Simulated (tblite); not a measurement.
Species: C6H9GeN.
SMILES with atom numbers: `[CH3:1][GeH2:2][C:3]1=[CH:4][C@H:5]([C:6]#[N:7])[CH2:8]1` (hydrogens: H9, H10, H11 on C1; H12, H13 on Ge2; H14 on C4; H15 on C5; H16, H17 on C8)

Structure used (GFN2-xTB), in Å, numbered top down from 1:
```xyz
17
C6H9GeN angstrom
C      3.0075    0.1649   -0.2065
Ge     1.4490   -0.9164   -0.7307
C     -0.2034   -0.1815   -0.0124
C     -0.8057   -0.2000    1.1795
C     -1.9930    0.6234    0.7342
C     -3.2500   -0.0666    0.7660
N     -4.2392   -0.6412    0.7834
C     -1.2935    0.6472   -0.6568
H      2.9099    1.1851   -0.5684
H      3.9225   -0.2549   -0.6148
H      3.1004    0.1952    0.8762
H      1.3081   -0.9627   -2.2259
H      1.6023   -2.3273   -0.2431
H     -0.5834   -0.6390    2.1353
H     -2.0965    1.6003    1.2150
H     -0.9963    1.6401   -0.9906
H     -1.8457    0.1453   -1.4503
```

Level: GFN2-xTB in tblite, geometry and Hessian alike; calculated harmonic values, unscaled, isolated species. Against measured fundamentals such values can be off by several per cent, at times by over 20. Modes of hydrogen on germanium can be 10 to 20 % off. One conformer, not necessarily the lowest. The optimisation stopped once no atom felt more than 0.01 eV/Å.

Lowest wavenumbers of the output (negative numbers stand for imaginary wavenumbers):
```
mode    cm-1
  1     -24.1
  2      56.3
  3     102.9
  4     117.3
  5     146.7
  6     205.7
  7     255.0
  8     324.2
  9     371.2
 10     404.8
```

Problem. Is this structure a minimum?

Solution. Not by this Hessian. 1 mode is imaginary beyond 20i (24i cm⁻¹), so at this level the point lies at or near a first-order saddle. The curvature is small, so loose convergence or finite differences may be the whole cause.

Problem. Which atoms move in the imaginary mode?

Solution. 24i: C1 (sp3 carbon bound to germanium) 35 %, N7 (nitrile nitrogen) 11 %. These are shares of the mass-weighted motion.

Problem. What is the remedy?

Solution. Step along that mode in both directions, optimise again with tighter thresholds and repeat the frequencies. The zero-point energy of this point (78.1 kcal/mol) counts the 44 real modes alone, and thermal corrections from it aren't those of a minimum.

Hardware: one thread of an Arm Neoverse V1, no GPU, on a shared host. Cost: 0.64 s of wall time. The figure is for the frequency step alone.
